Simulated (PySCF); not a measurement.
# Reading the logs of faulty runs: BGeH4NSi

These are calculations, not measurements. The program is PySCF 2.14.0, an open-source quantum chemistry code, run on an isolated molecule that a program drew, which may never have been made. The molecule is BGeH4NSi (charge 0, singlet), drawn as the SMILES string `B=[N][Ge][SiH3]`.

Each row is a Hartree-Fock (HF) and frozen-core CCSD(T) single point in the cc-pV(D+d)Z basis, meant for a local HF minimum. Run 1 is clean. Each other run has one planted mistake out of seven kinds, and not every kind appears here: one electron removed, one electron added, multiplicity raised by two, geometry at a saddle point, minimal basis STO-3G, one bond length entered in bohr, all coordinates scaled. The reference is restricted for singlets and unrestricted otherwise, and also for a bond in bohr. Adding or removing an electron swaps singlet and doublet. Electrons count all cores. HOMO and LUMO are orbital energies over both spins, the gradient is its largest component, and the lowest frequency (negative if imaginary) is given only where the gradient is small. Bond lengths are over the 7 bonds as drawn. T1 is the CCSD diagnostic: over 0.02 (restricted) or 0.045 (unrestricted) a single reference is doubtful. Germanium has the cc-pVDZ-PP basis, with a core potential (ECP10MDF) in place of its 10 inner electrons, and its 3s, 3p and 3d shells are frozen in CCSD(T).

Geometry of the clean run:
```xyz
8
BGeH4NSi, angstrom
B    -0.3775   -2.7439   -0.1430
N    -1.0311   -1.8088    0.3619
Ge   -1.9916   -0.5368    1.2744
Si   -2.1819    0.9623   -0.7254
H     0.2370   -3.6214   -0.6197
H    -2.8764    0.2432   -1.8267
H    -0.8238    1.3393   -1.2002
H    -2.9345    2.2166   -0.4545
```

```
run,electrons,basis functions,<S^2>,HOMO (eV),LUMO (eV),gradient (hartree/bohr),lowest frequency (cm^-1),mean bond (Å),longest bond (Å),T1,HF (hartree),CCSD(T) (hartree),mistake
1,62,94,0.000,-7.95,0.42,3.4e-05,79,1.6037,2.507,0.0173,-663.78024,-664.25943,no fault
2,63,94,0.788,-1.18,6.97,3.6e-02,-,1.6037,2.507,0.0202,-663.79337,-664.28878,one electron added
3,62,94,2.032,-7.03,-0.24,1.8e-02,-,1.6037,2.507,0.0203,-663.74859,-664.21249,multiplicity raised by two
4,62,94,0.000,-7.77,0.62,1.0e-01,-,1.4930,2.334,0.0156,-663.73461,-664.20194,?
5,61,94,0.779,-15.04,-6.13,5.2e-02,-,1.6037,2.507,0.0212,-663.52229,-663.97191,?
```

**Which mistake was planted in run 4, and what did it cost?**

The mean and the longest bond both change by the same factor, 0.931, and the gradient is no longer small. So the mistake is: all coordinates scaled. Subtracting run 1 and multiplying by 627.51 kcal/mol a hartree, the energy moved by 28.6 kcal/mol in HF and 36.1 kcal/mol in CCSD(T).

**Which mistake was planted in run 5, and what did it cost?**

It counts 61 electrons, one fewer than the clean run, at the same geometry and basis. So the mistake is: one electron removed. Subtracting run 1 and multiplying by 627.51 kcal/mol a hartree, the energy moved by 161.9 kcal/mol in HF and 180.4 kcal/mol in CCSD(T).

